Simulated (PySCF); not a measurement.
`CC(C)c1nc[c][nH]1` [radical] (doublet state). The geometry is computed with GFN2-xTB (gas phase). This method treats the open shell by occupation alone, without spin polarisation.

```
atom  x, y, z in Å
C1    -1.3652    1.3103   -0.1093
C2    -0.7816   -0.0720   -0.4129
C3    -1.4379   -1.1437    0.4609
C4     0.6900   -0.0600   -0.1698
N5     1.2701    0.1896    0.9865
C6     2.6139    0.1119    0.8186
C7     2.8426   -0.1937   -0.4819
N8     1.6311   -0.3031   -1.1098
H9    -1.1653    1.5699    0.9267
H10   -0.9126    2.0662   -0.7478
H11   -2.4399    1.3113   -0.2746
H12   -0.9545   -0.3128   -1.4690
H13   -1.2397   -0.9315    1.5079
H14   -2.5130   -1.1576    0.2990
H15   -1.0360   -2.1272    0.2268
H16    3.2992    0.2771    1.6208
H17    1.4918   -0.5224   -2.0820
```

What is the longest distance between nuclei?

H11···H16 and H14···H16, 6.132 Å down to 6.131 Å.

Where is the centre of mass (commonest isotopes), and what is the radius of gyration?

Mass 109.077 u; centre at (0.604, -0.018, -0.004) Å; Rg = √(Σ m r²/M) = 1.927 Å. As Ia + Ib + Ic = 2 Σ m r², the three principal moments sum to 810.0 u·Å².

Give the dihedral angles H11–C1–C2–C4, C2–C4–N5–C6, H12–C2–C4–N8, C4–C2–C3–H15, N5–C6–C7–N8, H10–C1–C2–C4.

H11–C1–C2–C4 -179° (antiperiplanar); C2–C4–N5–C6 180° (antiperiplanar); H12–C2–C4–N8 0° (synperiplanar); C4–C2–C3–H15 -60° (synclinal); N5–C6–C7–N8 0° (synperiplanar); H10–C1–C2–C4 60° (synclinal). Dihedral signs follow IUPAC: positive where, seen along the central bond, the front bond turns clockwise onto the rear one.

Work out the bond lengths C1–H9, C2–C4, C3–H14, C3–H15, N5–C6, C6–C7, C7–N8, N8–H17 in bohr.

For C1–H9 the difference vector is (0.1999, 0.2596, 1.0360) Å, of length 1.0866 Å. 1 bohr = 0.529177 Å. C1–H9 2.053; C2–C4 2.819; C3–H14 2.055; C3–H15 2.056; N5–C6 2.563; C6–C7 2.561; C7–N8 2.587; N8–H17 1.902 bohr.

What is the repulsion energy of the bare nuclei, Σ ZA·ZB/RAB?

362.29 Eh over 136 pairs, with full nuclear charges and distances in bohr; the largest single term is 16.87 Eh (C4 with N5).

What are the angles H9–C1–H11, C3–C2–H12, C2–C4–N8, N5–C6–H16, C7–N8–H17?

From the scalar product of the two bond vectors; for H9–C1–H11 it is -0.3858 Å² over 1.0866 × 1.0873 Å², cos θ = -0.3266. H9–C1–H11 109.1°; C3–C2–H12 109.2°; C2–C4–N8 124.9°; N5–C6–H16 122.3°; C7–N8–H17 125.7°.

How far apart are these pairs, which share no bond: N5···C7, N5···H9, N8···H16, H9···H14, H12···H15, H12···H17?

N5···C7 2.185 Å (2 bonds apart); N5···H9 2.800 Å (4 bonds apart); N8···H16 3.252 Å (3 bonds apart); H9···H14 3.106 Å (4 bonds apart); H12···H15 2.485 Å (3 bonds apart); H12···H17 2.531 Å (4 bonds apart).

Write the matrix of distances between heavy atoms (Å, lower triangle).

```
C1    0.000
C2    1.531  0.000
C3    2.520  1.531  0.000
C4    2.471  1.492  2.470  0.000
N5    3.066  2.497  3.064  1.318  0.000
C6    4.258  3.617  4.257  2.170  1.356  0.000
C7    4.484  3.627  4.485  2.179  2.185  1.355  0.000
N8    3.547  2.522  3.549  1.352  2.183  2.204  1.369  0.000
```

The point group is Cs within 0.08 Å; differences among equivalent distances and angles are scatter left by the optimiser. No GFN2-xTB frequencies stand behind this structure, so it isn't proved a minimum.

One conformer stands for the species.
